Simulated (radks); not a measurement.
Effect of the nuclear size on the antimony ion Sb3+, [Kr] 4d10 5s2. Method: Dirac Kohn-Sham, relativistic LDA (MacDonald-Vosko exchange, VWN5 correlation), spin-unpolarised, spherical densities, finite nucleus; Fermi nuclear charge, rms radius 4.6802 fm; computed with a radial shooting solver on a logarithmic mesh with Libxc functionals. The rms radius is varied about that value; shifts are against it.

| rms radius (fm) | total energy shift (eV) | density at nucleus (e/bohr^3) | 1s1/2 shift (meV) | 2s1/2 shift (meV) | 4s1/2 shift (meV) | 4p1/2 shift (meV) | 5s1/2 shift (meV) | 5p1/2 (empty) shift (meV) | 6s1/2 (empty) shift (meV) |
|---|---|---|---|---|---|---|---|---|---|
| 3.9875 | -1.26 | 2.119e+05 | -526 | -60.8 | -2.33 | 0.223 | -0.289 | 0.072 | -0.064 |
| 4.2215 | -0.855 | 2.1e+05 | -356 | -41.1 | -1.58 | 0.151 | -0.195 | 0.049 | -0.043 |
| 4.6802 | 0 | 2.066e+05 | 0.000 | 0.000 | 0.000 | 0.000 | 0.000 | 0.000 | 0.000 |
| 4.961 | 0.560 | 2.046e+05 | 233 | 26.9 | 1.03 | -0.099 | 0.128 | -0.032 | 0.028 |
| 5.4244 | 1.54 | 2.018e+05 | 643 | 74.3 | 2.85 | -0.273 | 0.353 | -0.089 | 0.078 |

Slopes of the eigenvalues against <r^2> in GHz/fm^2, as finite differences over the two radii next to the reference (eigenvalue slopes, not the field-shift constants of lines): 1s1/2 21000, 2s1/2 2420, 4s1/2 93.0, 4p1/2 -8.92, 5s1/2 11.5, 5p1/2 (empty) -2.89, 6s1/2 (empty) 2.54.
